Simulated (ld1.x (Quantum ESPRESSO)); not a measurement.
**What the settings do to the TM potential of hafnium**

Base potential:

| Item | Value |
| --- | --- |
| Element | Hf |
| Generator | ld1.x (Quantum ESPRESSO) 7.5 |
| Type | norm-conserving Troullier–Martins (Kleinman–Bylander form) |
| Functional | PBE |
| Relativity | scalar-relativistic |
| Frozen core | [Kr] 4d10 4f14 |
| Valence charge | 12 |
| Reference configuration | 5s2 5p6 5d2 6s1.75 6p0.25 |
| Partial waves | 5p (bound): rc 1.30 bohr; 5d (bound): rc 2.20 bohr; 5s (bound): rc 1.75 bohr |
| Local potential | the s channel |
| Core correction | a·sin(br)/r model core inside 0.75 bohr |

Occupied shells without a wave of their own: 6p, 6s. They enter only through the test configuration that unscreens the potential, and ld1.x also counts them in the model core charge.

All-electron outer shells of the reference configuration (PBE, scalar-relativistic, ld1.x):

```csv
shell,level (eV),outermost node (bohr),outermost maximum (bohr)
4d,-207.05,0.23,0.47
5s,-67.40,0.55,1.01
5p,-35.95,0.60,1.16
4f,-17.21,–,0.45
6s,-5.35,1.37,2.89
5d,-3.00,0.67,1.69
6p,-1.58,1.66,4.00
```

Cutoffs, loose and tight: the cutoffs (Ry, on a coarse ladder) from which the occupation-weighted sum of valence levels, in a spherical-Bessel basis at the reference potential, stays within 10 and 1 mRy of its value at 400 Ry. They do not see the model core or the augmentation charge, which bear on the density cutoff. Test errors are all-electron minus pseudo excitation energies from the reference, over the configurations 5s2 5p6 5d2 6s2 6p0; 5s2 5p6 5d2 6s1 6p0; 5s2 5p6 5d2 6s0 6p0; 5s2 5p6 5d0 6s0 6p0; 5s2 5p6 5d2 6s1.5 6p0; 5s2 5p6 5d3 6s0 6p0; 5s2 5p6 5d2 6s0 6p2. A dash means not determined; rows that change the core or the reference have their own tests.

With those shells counted twice in exchange and correlation these files are broken, and their errors move erratically; no question is asked of them.

| change | outcome | cutoff, loose | cutoff, tight | bound ghosts | largest test error (meV) |
| --- | --- | --- | --- | --- | --- |
| base | generated, misses its reference levels by 1.05 eV | 90 Ry | 120 Ry | none | -6517 |
| core correction none | generated, misses its reference levels by 1.05 eV | 90 Ry | 120 Ry | none | -5249 |
| core correction a·sin(br)/r model core inside 0.68 bohr | generated, misses its reference levels by 1.05 eV | 90 Ry | 120 Ry | none | -6517 |
| core correction a·sin(br)/r model core inside 0.86 bohr | generated, misses its reference levels by 1.05 eV | 90 Ry | 120 Ry | none | -6516 |
| core correction a·sin(br)/r model core inside 1.10 bohr | generated, misses its reference levels by 1.05 eV | 90 Ry | 120 Ry | none | -6514 |
| core correction a·sin(br)/r model core inside 1.24 bohr | generated, misses its reference levels by 1.05 eV | 90 Ry | 120 Ry | none | -6513 |
| core correction a·sin(br)/r model core inside 1.46 bohr | generated, misses its reference levels by 1.05 eV | 90 Ry | 120 Ry | none | -6510 |
